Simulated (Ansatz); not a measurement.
`[O]B(Cl)Cl` radical, relaxed with UKS PBE-D4/def2-SVP in the Gaussian-basis code of Ansatz from a rough embedded geometry. The force threshold is 0.03 eV/Å; the program also tests the step.

Charge 0, multiplicity 2.

Start:

```xyz
4

O    -0.906   -0.576   -1.159
B    -0.036   -0.053   -0.065
Cl    1.718   -0.648    0.132
Cl   -0.775    1.277    1.091
```

**Question.** How much energy does the relaxation release, and in how many steps? (An estimate is asked.)

**Answer.** Ansatz gave: 84.73 kJ/mol, in 5 steps, 1 of them rejected.

**Question.** Which bonds change most? (Best estimate.)

**Answer.** The calculation gave: O1–B2 from 1.493 to 1.314 Å; B2–Cl4 from 1.911 to 1.770 Å; B2–Cl3 from 1.863 to 1.770 Å.

**Question.** Give the relaxed structure. (An estimate is asked.)

**Answer.** Computed: 
```xyz
4

O    -0.799   -0.520   -1.031
B    -0.051   -0.033   -0.066
Cl    1.605   -0.636    0.094
Cl   -0.755    1.190    1.003
```
